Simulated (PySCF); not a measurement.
B₂ClH₇N₂.
SMILES with atom numbers: `[Cl:1][BH-:2]1[NH2+:3][BH2-:4][NH2+:5]1` (hydrogens: H6 on B2; H7, H8 on N3; H9, H10 on B4; H11, H12 on N5)

Method used: PBE0-D3(BJ)/def2-SVP geometry optimisation, gas phase (PySCF 2.14.0).

Entries marked ? are missing. Bonds in one row agree within 0.01 Å.

| coordinate | value |
| --- | --- |
| Cl1–B2 | ? |
| B2–N3, B2–N5 | ? |
| N3–B4, B4–N5 | ? |
| B2–H6 | 1.212 Å |
| N3–H7, N5–H12 | 1.018 Å |
| N3–H8, N5–H11 | 1.016 Å |
| B4–H9 | 1.215 Å |
| B4–H10 | 1.216 Å |
| Cl1–B2–N3 | 112.1° |
| Cl1–B2–H6 | 113.8° |
| N3–B2–N5 | ? |
| N3–B2–H6 | 112.1° |
| B2–N3–B4 | ? |
| B2–N3–H7 | 113.3° |
| B2–N3–H8 | 115.3° |
| B4–N3–H7 | ? |
| B4–N3–H8 | 116.7° |
| H7–N3–H8 | 108.6° |
| N3–B4–N5 | 91.3° |
| N3–B4–H9 | 110.8° |
| N3–B4–H10 | 113.1° |
| H9–B4–H10 | 115.4° |

**Question.** Fill in the missing values.

**Answer.** 
- Cl1–B2 = 1.837 Å, drawn single (ends: chlorine bonded to B; four-coordinate boron); 0.02 Å below the sum of covalent radii, 1.86 Å.
- B2–N3, B2–N5 = 1.582 Å, drawn single (ends: four-coordinate boron; nitrogen bonded to 2 B and 2 H); 0.03 Å above the sum of covalent radii, 1.55 Å.
- N3–B4, B4–N5 = 1.602 Å, drawn single (ends: nitrogen bonded to 2 B and 2 H; four-coordinate boron); 0.05 Å above the sum of covalent radii, 1.55 Å.
- N3–B2–N5 = 92.8°, at the four-coordinate boron, inside a 4-membered ring; the outer atoms are 2.291 Å apart.
- B2–N3–B4 = 87.0°, at the nitrogen bonded to 2 B and 2 H, inside a 4-membered ring; the outer atoms are 2.191 Å apart.
- B4–N3–H7 = 114.7°, at the nitrogen bonded to 2 B and 2 H; the outer atoms are 2.229 Å apart.

Radii are Cordero's.

No frequency check. One conformer, not necessarily the lowest (Cl1–B2–N3–B4 126°, B2–N3–B4–N5 -10°, N3–B4–N5–B2 10°, Cl1–B2–N5–B4 -126°).
